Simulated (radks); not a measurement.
Values are calculated unless marked as measured or tabulated.
Ionisation of the selenium ion Se3+, [Ar] 3d10 4s2 4p1, to Se4+, [Ar] 3d10 4s2, under several functionals. Dirac Kohn-Sham, spin-unpolarised, spherical densities, finite nucleus; open shells fill j = l - 1/2 first; a radial shooting solver on a logarithmic mesh with Libxc functionals.

functional	E(Se3+) (hartree)	Exc (hartree)	IE (eV)	-e(HOMO) (eV)	<r> HOMO (bohr)	IE error (eV)
SOGGA	-2425.92237	-84.96051	42.467	36.661	1.863	-0.480
PBE	-2427.82659	-86.89554	42.586	36.757	1.866	-0.361
LDA (Slater exchange, Perdew-Wang correlation)	-2424.62875	-83.64219	42.982	37.100	1.857	+0.035
OLYP	-2428.86873	-88.01679	42.293	36.536	1.874	-0.654
exchange-only LDA	-2421.71031	-80.68085	41.588	35.713	1.871	-1.359
XLYP	-2428.59520	-87.67054	42.696	36.792	1.872	-0.251

NIST Atomic Spectra Database: 42.947 eV (measured). Closest: LDA (Slater exchange, Perdew-Wang correlation). The Delta-SCF values span 1.39 eV, the total energies 7.16 hartree. The highest occupied level is 4p1/2. Spin polarisation and multiplet splitting are left out, so open shells lie too high by an amount that depends on their filling.

Beside tabulated values, note that spin-unpolarised runs miss the spin-polarisation part of the exchange energy of open shells.
